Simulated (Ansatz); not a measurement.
CH3ClOSn, 7 atoms. The species carries charge 0 and has multiplicity 1. Correlated methods include outer-core shells of Sn, which these sets cover unevenly. Sn takes the def2 core potential. The bonds changed during the relaxation, so this is another structure than the one it started from. All runs use 2 threads of an Arm Neoverse V1 on a shared host. Correlated methods freeze the cores.

(1) How many basis functions does each run have, and how long does it take in Ansatz? RKS PBE0-D4/def2-TZVP frequencies; RKS r2SCAN0-D4/def2-TZVPP energy; RHF-MP2/def2-QZVPP energy; RHF-CCSD(T)/def2-TZVPP energy; RKS PBE0-D4/def2-QZVPP energy; RKS PBE0-D4/def2-TZVP relaxation (7 steps); RHF-CCSD(T)/def2-SVP energy; direct RPA on PBE orbitals/def2-TZVPP energy; RKS SPW92 (LDA)/def2-TZVPP energy; RKS PBE0-D4/def2-SVP energy; RKS B97M-V/def2-TZVPP energy; RKS ωB97M-V/def2-SVP energy. (Best estimate.)

Results:

(1) Ansatz gave: Other jobs shared the machine, so times are rough.

```tsv
level	job	functions	wall time	peak host memory (GiB)
RKS SPW92 (LDA)/def2-TZVPP	energy	196	1.6 s	0.22
RKS PBE0-D4/def2-SVP	energy	87	1.7 s	0.17
RHF-CCSD(T)/def2-SVP	energy	87	6 s	0.31
direct RPA on PBE orbitals/def2-TZVPP	energy	196	7.5 s	0.44
RKS r2SCAN0-D4/def2-TZVPP	energy	196	7.5 s	0.46
RKS ωB97M-V/def2-SVP	energy	87	8 s	0.26
RKS PBE0-D4/def2-QZVPP	energy	356	10 s	1
RKS B97M-V/def2-TZVPP	energy	196	13 s	0.3
RHF-MP2/def2-QZVPP	energy	356	21 s	1.4
RKS PBE0-D4/def2-TZVP	relaxation (7 steps)	167	39 s	0.4
RHF-CCSD(T)/def2-TZVPP	energy	196	2.3 min	2.5
RKS PBE0-D4/def2-TZVP	frequencies	167	2.4 min	0.4
```
